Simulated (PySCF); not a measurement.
# How methods differ on the excitation energy of Ge

Ge [Ar] 3d10 4s2 4p2 (3P) → Ge [Ar] 3d10 4s1 4p3 (5S), as a difference of total energies. All numbers are calculated (PySCF 2.14, a scalar-relativistic core potential, in aug-cc-pwCVTZ-PP with ECP10MDF (8s7p6d4f1g, 96 functions)). Correlated levels: valence: 3s2 3p6 3d10 frozen; valence and next inner shell: nothing frozen outside the core potential. The calculations carry no spin-orbit coupling.

Q: Order these methods by the excitation energy they give, lowest first.
A. SCS-MP2 (valence and next inner shell)
B. SCS-MP2 (valence)
C. PBEsol
D. TPSSh

A: B (4.804 eV), A (5.247 eV), D (5.347 eV), C (5.607 eV).

Errors of the correlated levels include the incompleteness of this basis and the frozen core.

For comparison: 5.078 eV (measured; NIST levels, between the centres of gravity of the two terms).
